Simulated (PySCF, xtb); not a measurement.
Ge(H)2(vinyl)(NH2) (C2H7GeN), SMILES [NH2][GeH2][CH]=C. Other conformers were not sampled.

Harmonic wavenumbers (cm⁻¹) from GFN2-xTB (xtb) at its own minimum, in rising order: 56, 158, 176, 254, 426, 479, 540, 566, 638, 651, 730, 802, 821, 915, 991, 1029, 1252, 1406, 1504, 1659, 1960, 2022, 3009, 3060, 3083, 3417, 3441.

Question: What does B3LYP-D3(BJ)/def2-SVP (PySCF) give at its own minimum? (Estimate from the structure and the level; the computed values follow.)

Answer: 77, 164, 180, 268, 456, 512, 557, 588, 681, 715, 810, 848, 927, 982, 1005, 1035, 1268, 1415, 1553, 1664, 2123, 2129, 3104, 3127, 3193, 3516, 3607. Paired by order, the mean absolute difference is 54 cm⁻¹ and the zero-point energies are 50.1 and 52.2 kcal/mol.
